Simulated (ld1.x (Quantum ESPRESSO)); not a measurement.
Results of a calculation; reference values are marked as such.
**Pseudopotentials across the periodic table**

Generated with ld1.x 7.5 (TM, RRKJ, ultrasoft, PAW), atompaw 4.2 or ONCVPSP 4.0.1. The cutoff is in Ry: for ld1.x and atompaw files where the sum of valence levels is converged to 10 mRy in a Bessel basis, for ONCV files where the hardest occupied wave has 1 mHa per electron of residual kinetic energy. The error is the largest all-electron minus pseudo excitation energy over each file’s own four to seven test configurations (ionisations up to +4, promotions, holes and added fractions of an electron), all of which were solved. The labels leave out finer settings (local radius, basis sizes, second energies), which also bear on the numbers. Spin-polarised tests are not counted. The rows are a selection from randomly drawn settings: files with unsolved tests, undetermined cutoffs or missed reference levels are left out.

| element | potential | cutoff (Ry) | largest error (meV) | bound ghosts |
| --- | --- | --- | --- | --- |
| F | ultrasoft, PW91, non-relativistic, rc 0.60/1.65/1.90 (spd), local smoothed, core correction no, reference 2s1 2p6 | 90 | +892 | none |
| S | TM, LDA (PZ), scalar-relativistic, rc 1.94/1.50 (sp), local s, core correction yes, reference 3s1.75 3p4.25 | 25 | +394 | none |
| Cl | ultrasoft, PBE, non-relativistic, rc 1.30/1.60/1.55 (spd), local d, core correction no, reference 3s1 3p6 | 25 | +291 | none |
| Ge | ultrasoft, PBE, scalar-relativistic, rc 1.95/2.20 (sp), local smoothed, core correction yes, reference 4s2 4p2 | 8 | -322 | none |
| Pb | TM, PBE, scalar-relativistic, rc 1.55/2.45/1.20 (spd), local s, core correction no, reference 5d10 6s2 6p2 | 90 | -107 | none |

(1) Fill in the row for V: TM, PBE, fully relativistic, rc 2.40/2.70/2.00 (spd), local smoothed, core correction no, reference 3d3 4s1 4p1.

(2) Fill in the row for Be: PAW, PBEsol, scalar-relativistic, rc 0.70/3.25/2.60 (spd), local smoothed, core correction no, reference 1s2 2s0.5 2p0.

Answers

(1) cutoff 55 Ry, largest error +139 meV, bound ghosts: none.

(2) cutoff 110 Ry, largest error -153 meV, bound ghosts: none.
